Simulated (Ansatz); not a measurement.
Reaction (formal exchange of groups at the Sn–Br bond): `[Br][Sn][Br]` + CH₄ → `[CH3][Sn][Br]` + HBr

Computed with Ansatz on PBE0-D4/def2-TZVP structures; ΔE is electronic, products minus reactants. CCSD(T)/CBS adds triple-zeta CCSD(T) − MP2 to the extrapolated MP2 energy (def2 sets, frozen cores). This one scheme is used for every species. Functionals use def2-TZVPP. HSE06 is defined as in plane-wave codes. Elements past krypton have def2 core potentials. For Br, Sn outer-core shells are correlated without core-valence functions, which leaves a few kJ/mol of doubt a bond. Scalar relativity is left out up to krypton.

`[Br][Sn][Br]`:

```xyz
3

Br   -0.248   -1.979    0.004
Sn    0.631    0.222    0.858
Br   -0.383    1.758   -0.862
```

CH₄:

Cartesian coordinates in Å:
```
C 0.000 0.000 0.000
H 0.682 -0.508 -0.681
H 0.572 0.502 0.780
H -0.671 -0.729 0.454
H -0.584 0.736 -0.553
```

`[CH3][Sn][Br]`:

Cartesian coordinates in Å:
```
C -0.242 0.597 0.307
Sn -0.750 -0.925 -1.166
Br 1.406 -2.222 -0.840
H 0.702 1.072 0.026
H -0.094 0.120 1.280
H -1.021 1.358 0.392
```

HBr:

Z-matrix (Å, degrees):
```
Br
H 1 1.420
```

```csv
level,ΔE (kJ/mol),difference from CCSD(T)/CBS
PBE-D4,184.5,5.5
revPBE-D4,182.7,3.7
r2SCAN-D4,187.8,8.8
r2SCAN0-D4,186.4,7.4
CAM-B3LYP-D4,182.2,3.2
ωB97M-V,177.7,-1.3
revPBE,186.1,7.1
r2SCANh,187.5,8.5
HSE06,184.2,5.2
CAM-B3LYP,182.3,3.3
LC-ωPBE,173.1,-5.9
RPA@PBE/def2-TZVPP,163.7,-15.3
MP2/def2-SVP,182.4,3.4
CCSD(T)/def2-SVP,177.1,-1.9
MP2/def2-TZVPP,175.6,-3.4
CCSD(T)/def2-TZVPP,169.0,-10.0
CCSD(T)/CBS,179.0,0
```

Largest T1 diagnostic among the species: 0.012.

Leaving LDA and LC-ωPBE aside and taking each functional with its dispersion term where it has one, the values, not all of them listed here, spread over 13.6 kJ/mol, from ωB97M-V to BHLYP-D4. LDA lies −7.7 kJ/mol from PBE without D4. In def2-TZVPP, CCSD(T) changes the Hartree–Fock value by −21.0 kJ/mol (the triples alone add −0.3 kJ/mol) and MP2 by −14.4 kJ/mol.
